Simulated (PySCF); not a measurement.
# Sr2Te at several levels of theory

All levels use the PBE0 minimum (singlet; Sr–Sr 3.679 Å, Te–Sr 3.017 Å (×2); Sr–Sr–Te 52.4° (×2), Sr–Te–Sr 75.1°), basis [Te def2-SVP with ECP28, Sr def2-SVP with ECP28], scalar-relativistic core potentials, density fitting, no spin–orbit coupling, PySCF. For vertical energies the ionised species is a doublet (spins chosen at PBE0 and kept) and the electron-attached one a doublet. Atomisation goes to high-spin ground-configuration atoms, without zero-point energy. Open shells are unrestricted, also as the reference of the correlated levels. A dash marks a value that was not computed or is not defined at that level.

```xyz
3
charge 0 multiplicity 1, angstrom
Te    0.0000    0.0000   -1.3755
Sr    1.8395    0.0000    1.0164
Sr   -1.8395    0.0000    1.0164
```

```
    level  atomisation (kJ/mol)  vertical IP (eV)  vertical EA (eV)  −ε(HOMO) (eV)  gap (eV)  dipole (D)
     PBE0                   442              4.86              1.14           3.72      1.70        5.21
       HF                     –              4.00              1.23           4.52      3.97        5.13
      MP2                     –              4.81              0.82              –         –           –
      PBE                   458              4.95              1.04           3.24      0.84        5.06
    B3LYP                     –              5.01              1.05           3.66      1.47        5.44
   r2SCAN                     –              4.72              1.19           3.28      0.95        5.06
    TPSSh                   465              4.76              1.09           3.34      1.26        5.02
   revPBE                     –              4.83              1.03           3.17      0.85        4.96
CAM-B3LYP                   387              4.90              1.13           4.44      2.95        5.53
```

Spin contamination in at least one species weakens the values at: HF, MP2.

Without diffuse functions attachment energies tend to come out too low.
